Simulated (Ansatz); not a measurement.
Species: sum formula H$_{3}$BPO$_{2}$, charge 0, multiplicity 2. It need not be the lowest isomer of its formula. 
Geometry from a B3LYP-D3(BJ)/def2-TZVP (Ansatz, an electronic-structure program) optimisation:
```
B
O 1 1.2730
O 1 1.3551 2 139.09
H 3 0.9614 1 114.71 2 -180.00
P 1 2.0733 2 99.48 3 -180.00
H 5 1.4109 1 100.80 2 -49.31
H 5 1.4109 6 96.29 1 -102.30
```
Charge 0, spin multiplicity 2.

Quantity: atomisation energy (electronic, to ground-state atoms), in kcal/mol. Valence correlation only, unless marked. Open shells are spin-unrestricted. No spin-orbit coupling. Non-relativistic. The coupled-cluster limit lacks core correlation, which all-electron functionals hold. CBS(X,Y): correlation extrapolated as X^-3; Hartree-Fock from the larger set.

```csv
level,program,atomisation energy (kcal/mol),minus last row
HF/aug-cc-pV(D+d)Z,Ansatz,401.3,-201.3
BLYP-D3(BJ)/def2-TZVPD,Ansatz + dftd3,619.2,16.6
BLYP-D4/def2-TZVPD,Ansatz + dftd4,619.3,16.7
BLYP/def2-TZVPD,Ansatz,612.9,10.3
revPBE-D3(BJ)/def2-TZVPD,Ansatz + dftd3,608.8,6.2
r2SCAN-D4/def2-TZVPD,Ansatz + dftd4,614.9,12.3
PBE0/STO-3G,Ansatz,685.6,83.0
PBE0/def2-QZVPP,Ansatz,605.3,2.7
r2SCANh/def2-TZVPD,Ansatz,606.0,3.4
CAM-B3LYP-D3(BJ)/def2-TZVPD,Ansatz + dftd3,610.7,8.1
LC-wPBE-D3(BJ)/def2-TZVPD,Ansatz + dftd3,603.2,0.6
B2GP-PLYP-D4/def2-TZVPD,Ansatz + dftd4,595.4,-7.2
B2PLYP-D3(BJ)/def2-TZVPD,Ansatz + dftd3,601.6,-1.0
MP2/cc-pV(T+d)Z,Ansatz,588.0,-14.6
SCS-MP2/6-31G,Ansatz,457.5,-145.1
SCS-MP2/6-31G*,Ansatz,531.9,-70.7
SCS-MP2/aug-cc-pV(D+d)Z,Ansatz,553.5,-49.1
SCS-MP2/cc-pV(D+d)Z,Ansatz,543.5,-59.1
CCSD/6-31G,Ansatz,458.4,-144.2
"CCSD/CBS(cc-pV(T+d)Z,cc-pV(Q+d)Z)",Ansatz,587.8,-14.8
"CCSD(T)/CBS(aug-cc-pV(T+d)Z,aug-cc-pV(Q+d)Z)",Ansatz,602.6,0.0
```
